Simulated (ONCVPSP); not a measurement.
## Which change was made? (O, ONCV)

ONCVPSP 4.0.1 input, shortened (lines: element, Z, core and valence counts, functional; n l f; lmax; l rc ep ncon nbas qcut; lloc lpopt rc5 dvloc0; l nproj debl; icmod fcfact rcfact), PBE, scalar-relativistic:

```
  O 8.00    1    2        4      upf
    1    0    2.00
    2    0    1.50
    2    1    4.50
    2
    0    0.85    0.00    4    8    6.50
    1    1.05    0.00    3    7    6.50
    2    0.85    0.25    4    8    9.60
    2    5    0.85    0.00
    0    1    2.50
    1    2    3.80
    2    0    1.40
    0    0.00    0.00
```

Cutoffs, loose and tight: the cutoffs (Ha) at which the residual kinetic energy of the hardest occupied pseudo-wave falls to 1 and 0.1 mHa per electron. They do not see the model core or the augmentation charge, which bear on the density cutoff. Test errors are all-electron minus pseudo excitation energies from the reference, over the configurations 2s2 2p4; 2s2 2p3; 2s2 2p2; 2s2 2p3.5; variants that change the core or the reference have their own tests.

The base gives: outcome: generated; bound ghosts: none; GHOST(+) flags above zero: none; largest test error (meV): +224.

(1) After one change the result is: outcome: failed: test_data: rc < rc(lloc) for l = 1. Not allowed.. Which change was it?
A. p: rc 0.72
B. s: qcut 9.7; p: qcut 9.7; d: qcut 14.4
C. functional LDA (Perdew-Zunger); p: rc 0.85, qcut 8

## Answers

(1) A. The others give: s: qcut 9.7; p: qcut 9.7; d: qcut 14.4 → outcome: generated; cutoff, loose: 39 Ha; cutoff, tight: 67 Ha; bound ghosts: none; GHOST(+) flags above zero: none; largest test error (meV): +108 | functional LDA (Perdew-Zunger); p: rc 0.85, qcut 8 → outcome: generated; cutoff, loose: 198 Ha; cutoff, tight: 317 Ha; bound ghosts: none; GHOST(+) flags above zero: none; largest test error (meV): +90.
